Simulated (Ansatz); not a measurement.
Computed with Ansatz on PBE0-D4/def2-TZVP structures; ΔE is electronic, products minus reactants. CCSD(T)/CBS is the MP2 limit (def2-TZVPP, def2-QZVPP) plus CCSD(T) − MP2 in def2-TZVPP, frozen cores. For Ge outer-core shells are correlated without core-valence functions, which leaves a few kJ/mol of doubt a bond. Scalar relativity is left out up to krypton. One conformer a species, not always the lowest.

`C[O][Ge][OH]` + `[SiH3][O][GeH3]` → `[OH][Ge][O][SiH3]` + `C[O][GeH3]`  (redistribution)

| level | ΔE (kJ/mol) |
| --- | --- |
| CCSD/def2-TZVPP | -0.1 |
| HF/def2-QZVPP | -0.1 |

(1) What does CCSD(T)/CBS give? (Best estimate.)

Largest T1 diagnostic among the species: 0.015.

## Answers

(1) The calculation gave: +1.4 kJ/mol. The listed levels differ from it by -1.5, -1.5 kJ/mol.
